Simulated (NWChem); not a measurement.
Species: SiH3S2F; SMILES [SiH](F)(S)S

```xyz
7

Si    -0.4340     0.0002    -0.4123
F     -1.8427    -0.1617     0.3799
S      0.6608     1.7192     0.1786
S      0.8154    -1.6347     0.1184
H     -0.8041     0.0853    -1.8468
H      0.0612     2.5215    -0.7294
H     -0.2159    -2.5076     0.1789
```
Atoms are numbered in this order, from 1.

All runs: NWChem. Geometry: optimised at PBE0/def2-SVP. Ions are spin-unrestricted doublets at the neutral geometry; other ion states weren't tried. Functional: LC-ωPBE (HJS hole) with def2-SVP; rows give the range parameter ω in 1/bohr.

Task: At which range parameter does −ε(HOMO) equal the ΔSCF ionisation energy (optimal tuning)?

Result: about 0.36 per bohr, by linear interpolation in these runs:
| range parameter (1/bohr) | vertical ionisation energy, ΔSCF (eV) | −ε(HOMO) (eV) | ΔSCF minus −ε(HOMO) (eV) |
|---|---|---|---|
| 0.05 | 9.60 | 7.26 | 2.34 |
| 0.10 | 9.67 | 7.98 | 1.69 |
| 0.30 | 10.31 | 10.03 | 0.28 |
| 0.35 | 10.41 | 10.36 | 0.05 |
| 0.50 | 10.52 | 11.03 | -0.51 |
